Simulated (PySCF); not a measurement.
1-(chloromethyl)-1-fluorocyclopropane (C4H6ClF), SMILES C1CC1(F)CCl. Coordinates come from a PBE-D3(BJ)/def2-SVP optimisation. Other conformers were not sampled.

Method: PBE-D3(BJ)/def2-SVP in PySCF.

Harmonic wavenumbers (cm⁻¹): 85, 167, 302, 326, 404, 482, 714, 726, 752, 847, 867, 904, 958, 982, 1010, 1017, 1120, 1132, 1226, 1298, 1323, 1367, 1391, 1444, 3018, 3067, 3072, 3090, 3164, 3175. Rotational constants (GHz): 5.381, 1.775, 1.618; symmetry number 1.

**Question.** Work out the zero-point energy and the ideal-gas rigid-rotor harmonic-oscillator thermochemistry at 298.15 K and 1 atm.

**Answer.** ZPE = ½ Σ hcν = ½ × 39432 cm⁻¹ = 235.85 kJ/mol. H − E(el) = 254.87 kJ/mol. Entropy in J/(mol K): translation 167.20, rotation 114.78, vibration 52.28, total 334.26. G − E(el) = 155.21 kJ/mol. Cp = 103.05 J/(mol K). Modes under 150 cm⁻¹ make the vibrational entropy uncertain.
